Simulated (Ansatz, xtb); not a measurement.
Ranking isomers of CHIO

3 gas-phase structures of CHIO, found in a search over its isomers (lower ones may exist). Each was relaxed with GFN2-xTB:

A. `O=CI`, a singlet
B. `O[C]I`, a triplet
C. `O[C]I`, a singlet

Problem. Estimate their order in r2SCAN-D4/def2-SVP energy at these geometries, lowest first.

Solution. Calculated order at r2SCAN-D4/def2-SVP: A (0.000), C (2.323), B (3.222) eV.

Energies above the lowest of each column, in eV; the last columns are at PBE0-D3(BJ)/def2-SVP geometries (a dash: not run or not comparable):

| structure | GFN2-xTB | HF/STO-3G | r2SCAN-D4/def2-SVP | PBE0-D3(BJ)/def2-SVP | CCSD(T)/def2-TZVPP |
| --- | --- | --- | --- | --- | --- |
| A | 0.000 | 0.000 | 0.000 | 0.000 | 0.000 |
| C | 1.751 | 2.115 | 2.323 | 2.215 | 2.035 |
| B | – | 1.964 | 3.222 | 3.290 | 3.410 |

Every level run on A puts it lowest or level with the lowest. Some further structures that were screened fall inside this span and aren't listed. Flexible structures stand in one conformer each, not always the lowest. GFN2-xTB has no spin polarisation and isn't compared across spin states. Open shells are spin-unrestricted. Atoms past krypton carry core potentials in the def2 sets, without spin–orbit terms.

Programs: Ansatz 0.2.0, xtb 6.7.1.
